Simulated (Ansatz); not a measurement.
Species: C4H12GeO4, SMILES `C[O][Ge]([O]C)([O]C)[O]C` (charge 0, multiplicity 1).

**Question.** Give a relaxed geometry from PBE0-D3(BJ)/def2-SVP in Ansatz (a first-principles code).

**Answer.** Several could match; the one computed here: the end point of this relaxation, one of several conformers (outside a Z-matrix the atoms follow the SMILES, hydrogens last).
Z-matrix (Å, degrees):
```
Ge
O 1 1.7532
C 2 1.4080 1 121.25
H 3 1.1007 2 108.09 1 167.09
H 3 1.1033 4 108.46 2 121.76
H 3 1.1047 4 108.06 5 117.17
O 1 1.7532 2 115.51 3 73.98
C 7 1.4080 1 121.25 2 73.99
H 8 1.1007 7 108.09 1 167.09
H 8 1.1033 9 108.46 7 121.76
H 8 1.1047 9 108.06 10 117.17
O 1 1.7532 2 106.54 3 -44.11
C 12 1.4080 1 121.25 2 167.96
H 13 1.1007 12 108.09 1 -167.14
H 13 1.1033 14 108.46 12 -121.76
H 13 1.1047 14 108.06 15 -117.17
O 1 1.7532 2 106.54 3 -167.94
C 17 1.4080 1 121.25 2 44.10
H 18 1.1007 17 108.09 1 -167.17
H 18 1.1033 19 108.46 17 -121.76
H 18 1.1047 19 108.06 20 -117.17
```
